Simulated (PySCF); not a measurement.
A calculated (M06, PySCF 2.14, aug-cc-pwCVTZ-DK with one added diffuse shell each of s, p, d, f, g type, the spin-free X2C one-electron Hamiltonian (Gaussian nucleus)) atom or ion has these occupied shells.

```tsv
shell	electrons	orbital energy (eV)	rms radius, mean of both spins (bohr)
1s β	1	-7670.4	0.0649
1s α	1	-7670.4	0.0649
2s α	1	-958.24	0.277
2s β	1	-956.32	0.277
2p α	3	-824.68	0.249
2p β	3	-822.84	0.249
3s α	1	-150.30	0.824
3s β	1	-143.62	0.824
3p α	3	-111.46	0.874
3p β	3	-104.53	0.874
3d α	5	-49.956	1.04
3d β	1	-44.612	1.04
```

Task: Name the element and its charge.

Result: Co³⁺ (cobalt, charge +3), in [Ar] 3d6, high-spin 5D determinant.
